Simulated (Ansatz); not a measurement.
One geometry of the cluster Li5H8, several levels of theory.

```yaml
crystal:
  periodic: [false, false, false]
  atoms:
    - {symbol: Li, position_ang: [1.515717, 1.801608, -0.446205]}
    - {symbol: Li, position_ang: [0.654326, -0.693055, 1.205647]}
    - {symbol: Li, position_ang: [0.813083, -0.536770, -1.221339]}
    - {symbol: Li, position_ang: [-1.514847, -1.804746, 0.417637]}
    - {symbol: Li, position_ang: [-1.389907, 1.164534, -0.031585]}
    - {symbol: H, position_ang: [1.798023, 0.223505, 0.194781]}
    - {symbol: H, position_ang: [-3.192500, -3.000760, 0.767951]}
    - {symbol: H, position_ang: [-1.264730, -0.162767, 1.124392]}
    - {symbol: H, position_ang: [2.398943, 3.679732, -0.707217]}
    - {symbol: H, position_ang: [0.095080, -1.811381, -0.206309]}
    - {symbol: H, position_ang: [-2.779943, -3.464862, 0.349936]}
    - {symbol: H, position_ang: [-0.045551, 1.260053, -1.170151]}
    - {symbol: H, position_ang: [2.912308, 3.344899, -0.277537]}
basis:
  gaussian: {orbitals: def2-TZVP, initial_orbitals: start.molden}
magnetization: {spin_polarized: true, initial_magnetization: 1}
hamiltonian: {xc: r2scan, dispersion: d4}
scf: {omitted_lower_state_checks: [starts]}
output: {orbitals: {seedname: orbitals}}
```

The file start.molden holds the orbitals of an earlier run on this structure, at another level or in another basis.

```sh
$ ansatz run in.yaml --threads 4 --pin off --events-out ev --progress --plain --max-ram 3916MiB
```

Output, abridged:

```
Functional definition: r2SCAN
997 factors; their error is unknown
mean field evaluation 1: about -1151.6278 eV, gradient 3.1e0 eV
mean field evaluation 2: about -1151.6618 eV, gradient 4.0e-2 eV
mean field evaluation 4: about -1151.6552 eV, gradient 1.7e-4 eV
mean field evaluation 8: about -1151.6552 eV, gradient 1.6e-5 eV
mean field -1151.65520669 eV, -42.3225482261 hartree, gradient 1.7e-5 eV, S^2 0.756741; 0 other end points of the search recorded, 0 dependent functions left out
reference -1151.65525362 eV, -42.3225499506 hartree; 12, 11 occupied and 106, 107 virtual orbitals, 997 factors
Total energy: -1151.70647130 eV, -42.3244321657 hartree
Checks for a lower state left out: starts
```

Run time 3.2 s (4 threads of Arm Neoverse V1 on a shared host).

First input, but with `hamiltonian: {xc: pbe, dispersion: d4}` (abridged; 1.6 s):

```
Functional definition: PBE
mean field -1148.69004037 eV, -42.2135803734 hartree, gradient 1.2e-5 eV, S^2 0.752124
Total energy: -1148.86295172 eV, -42.2199347486 hartree
Checks for a lower state left out: starts
```

As the first input, with `gaussian: {orbitals: def2-TZVP}`, `hamiltonian: {xc: pbe0, dispersion: d4}` and without the key `scf` (abridged; 4 s):

```
Functional definition: PBE0
mean field evaluation 16: about -1149.4955 eV, gradient 1.1e-4 eV
mean field evaluation 32: about -1149.4451 eV, gradient 8.6e-1 eV
mean field -1149.49548322 eV, -42.2431798524 hartree, gradient 6.4e-6 eV, S^2 0.752868; 8 other end points of the search recorded, 0 dependent functions left out
Total energy: -1149.64446989 eV, -42.2486550113 hartree
```

Geometry: r2SCAN-D4/def2-TZVP, that of the charge +1 singlet.

The structure comes from a short search, and lower isomers may exist.
